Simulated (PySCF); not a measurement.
# Polarisability and C₆ of Nb⁺ (niobium, charge +1)

[Kr] 4d4, high-spin 5D determinant. All numbers are calculated (PySCF 2.14, a scalar-relativistic core potential, in def2-TZVPPD with the def2 core potential (28 electrons) (6s4p3d2f1g, 56 functions)). Coupled (time-dependent) response in atomic units; α is the mean over directions.

```csv
method,mean α (bohr³),"α xx, yy, zz",C₆ (like pair),S(−4)
UHF,20.75,"17.82, 17.82, 26.62",122.8,385.5
PBE,24.85,"20.92, 20.92, 32.71",146.4,652.4
BHandHLYP,22.09,"22.58, 22.58, 21.11",130.2,461.3
M06-L,28.81,"21.49, 21.49, 43.46",182.4,704.2
```

S(−4) is the Cauchy moment in α(ω) = α(0) + S(−4) ω² + …

Spin-orbit coupling is absent.

α(iu) at M06-L:

| u (hartree) | α(iu) (bohr³) |
| --- | --- |
| 0 | 28.81 |
| 0.0500 | 27.19 |
| 0.100 | 23.56 |
| 0.200 | 16.76 |
| 0.300 | 12.70 |
| 0.500 | 8.726 |
| 0.750 | 6.272 |
| 1.00 | 4.765 |
| 1.50 | 2.983 |
| 2.00 | 2.012 |
| 3.00 | 1.068 |
| 5.00 | 0.4348 |

For an ion, C₆ is the dispersion term alone; charge-induced terms of lower order in 1/R come first.

The components differ because the open shell of this determinant is not spherical; for a pure term their mean is the scalar polarisability.

Energies and moments cover only the electrons outside the core potential.
